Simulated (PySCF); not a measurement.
## EPR parameters of C4H5FNSi

Species: C₄H₅FNSi (doublet state).
Cartesian coordinates in Å at the GFN2-xTB level; atoms count from 1:
```xyz
12
C4H5FNSi angstrom
N     -2.2353    0.2793   -0.4037
Si    -0.8089    0.4282    0.5421
C      0.1190   -1.1043    1.1459
C      1.3268   -1.1793    0.6141
C      1.6126   -0.1047   -0.3439
F      2.8170   -0.1109   -0.9536
C      0.6724    0.8098   -0.5743
H     -2.2099   -0.2495   -1.2608
H     -3.1164    0.1487    0.0636
H     -1.0695    1.3887    1.6057
H      2.0774   -1.9311    0.7998
H      0.8161    1.6243   -1.2607
```

The hyperfine couplings belong to this conformer and change with its torsions.

As a line formula: `N[Si@H]1[C]=CC(F)=C1` [radical].

The calculation used PySCF, UKS B3LYP, pcH-1 on C F H N Si, non-relativistic, mean-field spin-orbit, GIAO. The structure is a single GFN2-xTB conformer in the gas phase; no vibrational or solvent corrections. A GFN2-xTB geometry isn't a minimum of the functional, and hyperfine couplings can be far from their values at a DFT geometry. No stability test was run, so a lower SCF solution isn't excluded.

- g1, g2, g3: 2.00165, 2.00213, 2.00329
- g_iso: 2.00236
- Form of g: rhombic: the two nearest values differ by 29 % of g3 − g1
- ⟨S²⟩: 0.7657 (exact 0.7500)
- α and β electrons: 30, 29
- HOMO–LUMO gap, α and β orbitals: 4.73, 3.65 eV
- Total energy: -599.45981 Eh

Isotropic coupling and dipolar principal values T1 to T3, in MHz:

```json
{"atom": "N1", "isotope": "14N", "a_iso": "0.3", "of which spin–orbit": "0.0", "T1": "-0.4", "T2": "-0.2", "T3": "0.6", "Mulliken spin population": "0.00"}
{"atom": "Si2", "isotope": "29Si", "a_iso": "-50.1", "of which spin–orbit": "0.1", "T1": "-22.1", "T2": "10.1", "T3": "12.0", "Mulliken spin population": "0.04"}
{"atom": "C3", "isotope": "13C", "a_iso": "340.9", "of which spin–orbit": "-0.1", "T1": "-79.1", "T2": "-54.0", "T3": "133.1", "Mulliken spin population": "1.00"}
{"atom": "C4", "isotope": "13C", "a_iso": "-11.1", "of which spin–orbit": "0.0", "T1": "-20.4", "T2": "4.2", "T3": "16.3", "Mulliken spin population": "-0.16"}
{"atom": "C5", "isotope": "13C", "a_iso": "97.7", "of which spin–orbit": "0.0", "T1": "-7.2", "T2": "-0.4", "T3": "7.5", "Mulliken spin population": "0.09"}
{"atom": "F6", "isotope": "19F", "a_iso": "13.6", "of which spin–orbit": "0.0", "T1": "-32.7", "T2": "-6.1", "T3": "38.8", "Mulliken spin population": "0.01"}
{"atom": "C7", "isotope": "13C", "a_iso": "19.8", "of which spin–orbit": "0.0", "T1": "-13.4", "T2": "0.9", "T3": "12.5", "Mulliken spin population": "-0.02"}
{"atom": "H8", "isotope": "1H", "a_iso": "-0.2", "of which spin–orbit": "0.0", "T1": "-1.8", "T2": "-1.4", "T3": "3.1", "Mulliken spin population": "0.00"}
{"atom": "H9", "isotope": "1H", "a_iso": "-0.8", "of which spin–orbit": "0.0", "T1": "-1.7", "T2": "-1.1", "T3": "2.8", "Mulliken spin population": "0.00"}
{"atom": "H10", "isotope": "1H", "a_iso": "-4.3", "of which spin–orbit": "0.0", "T1": "-3.5", "T2": "-2.5", "T3": "6.0", "Mulliken spin population": "0.00"}
{"atom": "H11", "isotope": "1H", "a_iso": "85.8", "of which spin–orbit": "0.0", "T1": "-6.1", "T2": "-4.5", "T3": "10.6", "Mulliken spin population": "0.04"}
{"atom": "H12", "isotope": "1H", "a_iso": "13.4", "of which spin–orbit": "0.0", "T1": "-3.7", "T2": "0.4", "T3": "3.3", "Mulliken spin population": "0.01"}
```

The largest Mulliken spin populations are on C3 (+1.00), C4 (-0.16) and C5 (+0.09). C3 is the only atom above +0.15.

Axes: g2 points within 1° of the C4–C5 bond.

Under fast tumbling the dipolar parts average out, and these isotropic splittings remain: 1 × 1H (H11, I = 1/2, 2 lines) with 3.06 mT, 1 × 19F (F6, I = 1/2, 2 lines) with 0.48 mT, 1 × 1H (H12, I = 1/2, 2 lines) with 0.48 mT and 1 × 1H (H10, I = 1/2, 2 lines) with 0.15 mT.

The 13C coupling of C3 (340.9 MHz) shows only in satellite lines or after enrichment, since that isotope makes up about 1.07 % of natural carbon.

The 29Si coupling of Si2 (-50.1 MHz) shows only in satellite lines or after enrichment, since that isotope makes up about 4.7 % of natural silicon.

Examples of negative spin density at the nucleus (bohr⁻³): C4 (-0.0099).
